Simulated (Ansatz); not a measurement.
Geometry optimisation, DFT PBEsol, scalar-relativistic, plane waves, PAW in Ansatz 0.2.0.

The input (input.yaml):

```yaml
crystal:
  lattice:
    - [7.306144, 0.0, 0.0]
    - [0.0, 7.306144, 0.0]
    - [0.0, 0.0, 7.306144]
  atoms:
    - { symbol: O, position: [0.1593375, 0.4351513, 0.8272184] }
    - { symbol: H, position: [0.2095745, 0.3483768, 0.7404956] }
    - { symbol: H, position: [0.0463014, 0.4751898, 0.7707015] }
    - { symbol: O, position: [0.3532349, 0.4526104, 0.4478555] }
    - { symbol: H, position: [0.317886, 0.579822, 0.4597758] }
    - { symbol: H, position: [0.3232096, 0.422614, 0.3222644] }
    - { symbol: O, position: [0.8268626, 0.0865496, 0.8552493] }
    - { symbol: H, position: [0.8872488, 0.1782475, 0.7809564] }
    - { symbol: H, position: [0.8858348, -0.0269325, 0.8203421] }
    - { symbol: O, position: [0.0505537, 0.6636988, 0.1945231] }
    - { symbol: H, position: [0.1169844, 0.7164988, 0.2963737] }
    - { symbol: H, position: [-0.0460785, 0.5935881, 0.2521525] }
    - { symbol: O, position: [0.7245098, 0.6234064, 0.591653] }
    - { symbol: H, position: [0.6421652, 0.6663115, 0.497033] }
    - { symbol: H, position: [0.718057, 0.491325, 0.5823104] }
    - { symbol: O, position: [0.3586693, 0.6002529, 1.0159075] }
    - { symbol: H, position: [0.3755387, 0.6829088, 0.9136439] }
    - { symbol: H, position: [0.4247849, 0.4910593, 0.9801317] }
    - { symbol: O, position: [0.567633, 0.0525488, 0.0985984] }
    - { symbol: H, position: [0.4587644, 0.1213997, 0.1299292] }
    - { symbol: H, position: [0.552398, 0.0253411, -0.0302506] }
    - { symbol: O, position: [0.9508945, 0.2670985, 0.5333357] }
    - { symbol: H, position: [0.960182, 0.3878894, 0.4795052] }
    - { symbol: H, position: [1.0088802, 0.18778, 0.4443376] }
    - { symbol: S, position: [0.3486856, -0.0359812, 0.6137734] }
    - { symbol: H, position: [0.2731712, 0.1129899, 0.5381661] }
    - { symbol: H, position: [0.4485948, -0.0740336, 0.464839] }
basis:
  ecutwfc: 420.0
kpoints:
  mp_grid: { grid: [1, 1, 1] }
hamiltonian:
  xc: pbesol
scf:
  occupations: { method: fermi_dirac, width: 0.05 }
  lower_state_search: "off"
relax:
  f_tol: 0.3
  max_steps: 15
  adjacent_minimum: "off"
```

Command:

```bash
$ ansatz run input.yaml --threads 1 --pin off --max-ram 3072MiB --backend cpu --events-out ev --progress --plain --runs-dir out
```

**Question.** Where does it end, and by what steps?

**Answer.** The run ended unconverged. Limits of this set-up: coarse k mesh. After 14 steps the energy has fallen by 3.594 eV; H6 moved furthest, 1.46 Å.

```csv
step,energy less start (eV),largest force component (eV/Å),accepted
0,0.0000,1.312,yes
1,-0.5008,1.184,yes
2,-0.8838,2.355,yes
3,-1.3252,2.190,yes
4,-1.6886,1.524,yes
5,-1.9981,0.759,yes
6,-2.2405,0.742,yes
7,-2.4702,0.873,yes
8,-2.6340,1.007,yes
9,-2.8611,1.386,yes
10,-3.1285,0.962,yes
11,-3.2975,0.879,yes
12,-3.4284,0.674,yes
13,-3.5310,0.501,yes
14,-3.5938,0.468,yes
```

```xyz
27
Lattice="7.3061 0.0000 0.0000 0.0000 7.3061 0.0000 0.0000 0.0000 7.3061" Properties=species:S:1:pos:R:3
O 1.229 3.476 6.155
H 0.953 2.799 5.498
H 0.534 3.469 6.835
O 3.260 3.575 2.577
H 2.328 3.671 2.854
H 3.289 3.951 1.630
O 5.955 0.167 6.063
H 6.197 0.907 5.458
H 5.784 -0.603 5.470
O 0.155 4.365 2.676
H 0.737 5.126 2.931
H -0.757 4.614 3.047
O 5.191 4.699 3.969
H 4.392 4.321 3.459
H 5.428 3.964 4.574
O 3.409 4.558 7.493
H 3.440 5.550 7.505
H 2.680 4.282 6.888
O 3.892 -0.095 0.539
H 3.282 0.651 0.394
H 4.655 0.099 -0.072
O 7.243 2.111 3.990
H 7.394 2.997 3.497
H 6.926 1.510 3.293
S 2.292 -0.666 3.770
H 1.658 0.537 3.690
H 3.024 -0.437 2.639
```

Run time: 47 s on 1 thread of Intel(R) Xeon(R) Platinum 8488C (Sapphire Rapids) (shared host), peak memory 0.45 GiB.
